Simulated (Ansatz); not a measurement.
MoO₅H₄, relaxed as a singlet with RKS PBE-D4/def2-SVP in Ansatz, starting from the GFN2-xTB geometry. Force threshold 0.02 eV/Å.

In the def2 sets Mo takes a core potential; there is no spin–orbit coupling. The structure holds one bond between oxygen atoms, so isomers without such links may lie far lower. Another isomer (singlet) lies 0.21 eV lower at PBE0-D4/def2-TZVP; other spin states weren't run for this one.

Start:

```xyz
10

Mo   -0.6234    0.0758   -0.7256
O    -1.3315    0.1154   -2.3115
O    -1.7792   -0.0015    0.4288
O     0.6427   -0.9751   -0.6661
O     1.8442   -0.5415    1.6456
O     0.5788    0.0472    1.9190
H     0.0298    1.5359   -0.5653
H     0.7912    0.6520    2.6463
H     1.6606   -0.9611    0.7711
H    -1.8131    0.0528   -3.1424
```

| step | energy (eV) | largest force component (eV/Å) | SCF passes |
| --- | --- | --- | --- |
| 1 | -12138.7969 | 3.658 | 25 |
| 2 | -12139.5103 | 0.737 | 31 |
| 3 | -12139.5963 | 0.643 | 33 |
| 4 | -12139.6724 | 0.522 | 33 |
| 5 | -12139.7115 | 0.835 | 33 |
| 6 | -12139.7324 | 0.511 | 25 |
| 7 | -12139.7422 | 0.287 | 26 |
| 8 | -12139.7599 | 0.187 | 25 |
| 9 | -12139.7688 | 0.637 | 33 |
| 10 | -12139.7927 | 0.999 | 32 |
| 11 | -12139.8477 | 0.481 | 32 |
| 12 | -12139.8494 | 0.636 | 32 |
| 13 (rejected) | -12139.8459 | 1.087 | 24 |
| 14 | -12139.8687 | 0.344 | 25 |
| 15 | -12139.8699 | 0.400 | 24 |
| 16 (rejected) | -12139.8646 | 0.254 | 32 |
| 17 | -12139.8782 | 0.177 | 24 |
| 18 (rejected) | -12139.8763 | 0.151 | 23 |
| 19 | -12139.8801 | 0.023 | 25 |
| 20 | -12139.8802 | 0.029 | 27 |
| 21 | -12139.8803 | 0.018 | 28 |

Force components are those of the run's own axes.

End:

```
atom    x (Å)    y (Å)    z (Å)
 Mo1  -0.4803  -0.0234  -0.5721
  O2  -1.0222   0.2662  -2.3406
  O3  -1.7853  -0.6500   0.3081
  O4   0.8896  -1.0715  -0.6232
  O5   1.4478  -0.7603   1.9146
  O6   0.4969   0.2858   1.5844
  H7  -0.1787   1.6544  -0.2109
  H8   1.0695   1.0840   1.5391
  H9   1.5135  -1.1891   1.0090
 H10  -1.9509   0.4039  -2.6085
```

Bonds formed: Mo1–O6 (atoms count from 1).

No frequencies were taken in this run, so the end may be a saddle point.

Run time 20 s (4 threads of Arm Neoverse V2 on a shared host).
